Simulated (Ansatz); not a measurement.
Reaction (redistribution): `Cl[SiH](Cl)[GeH3]` + `N#C[Si](F)(F)Cl` → `N#[C][GeH3]` + `F[Si](F)(Cl)[SiH](Cl)Cl`

Calculated with Ansatz (gas phase, PBE0-D4/def2-TZVP geometries, no zero-point term in ΔE). CCSD(T)/CBS is the MP2 limit (def2-TZVPP, def2-QZVPP) plus CCSD(T) − MP2 in def2-TZVPP, frozen cores. This one scheme is used for every species. DFT in def2-TZVPP. HSE06 is defined as in plane-wave codes. For Ge outer-core shells are correlated without core-valence functions, which leaves a few kJ/mol of doubt a bond. Scalar relativity is left out up to krypton. Each species was taken in one conformer, which may not be the lowest.

`Cl[SiH](Cl)[GeH3]`:

Z-matrix (Å, degrees):
```
Si
Cl 1 2.052
Ge 1 2.375 2 109.3
Cl 1 2.052 2 109.1 3 119.5
H 1 1.480 2 107.2 3 -124.8
H 3 1.536 1 109.6 2 -60.1
H 3 1.536 1 109.6 2 179.8
H 3 1.534 1 108.8 2 59.8
```

`N#C[Si](F)(F)Cl`:

```xyz
6

N     1.711   -0.376   -1.720
C     0.885   -0.190   -0.941
Si   -0.407    0.097    0.317
F    -1.619   -0.844   -0.003
F    -0.880    1.587    0.201
Cl    0.310   -0.274    2.145
```

`N#[C][GeH3]`:

```xyz
6

N     1.090   -1.786   -1.301
C     0.580   -0.952   -0.693
Ge   -0.270    0.443    0.323
H    -0.432    1.639   -0.615
H     0.652    0.761    1.499
H    -1.619   -0.105    0.786
```

`F[Si](F)(Cl)[SiH](Cl)Cl`:

Z-matrix (Å, degrees):
```
Si
F 1 1.582
Cl 1 2.023 2 108.8
F 1 1.582 2 106.9 3 -117.3
Si 1 2.337 2 110.6 3 122.1
Cl 5 2.041 1 107.4 2 179.8
Cl 5 2.041 1 107.4 2 -61.3
H 5 1.478 1 114.1 2 59.3
```

| level | ΔE (kJ/mol) | difference from CCSD(T)/CBS |
| --- | --- | --- |
| PBE-D4 | 23.6 | -5.7 |
| revPBE-D4 | 22.0 | -7.3 |
| BLYP-D4 | 22.9 | -6.4 |
| r2SCAN0-D4 | 30.0 | 0.7 |
| ωB97M-V | 28.9 | -0.4 |
| PBE-QIDH | 28.8 | -0.5 |
| PBE0 | 27.5 | -1.8 |
| r2SCANh | 31.2 | 1.9 |
| r2SCAN0 | 31.1 | 1.8 |
| HSE06 | 27.6 | -1.7 |
| CAM-B3LYP | 27.0 | -2.3 |
| MP2/def2-SVP | 33.8 | 4.5 |
| CCSD/def2-SVP | 30.7 | 1.4 |
| CCSD(T)/def2-SVP | 30.7 | 1.4 |
| MP2/def2-TZVPP | 30.8 | 1.5 |
| MP2/def2-QZVPP | 31.5 | 2.2 |
| CCSD(T)/CBS | 29.3 | 0 |

Largest T1 diagnostic among the species: 0.013.

Leaving LDA and LC-ωPBE aside and taking each functional with its dispersion term where it has one, the values, not all of them listed here, spread over 10.2 kJ/mol, from revPBE-D4 to B97M-V. The D4 term adds −4.2 kJ/mol with B3LYP and −2.6 kJ/mol with PBE0; it sums over pairs of atoms, weighted by their polarisabilities, and B3LYP, whose exchange is more repulsive, gets the larger term. In def2-TZVPP, CCSD(T) changes the Hartree–Fock value by +3.2 kJ/mol (the triples alone add −0.2 kJ/mol) and MP2 by +5.7 kJ/mol.

B3LYP here is the variant with VWN-RPA as its local correlation; programs differ in this.
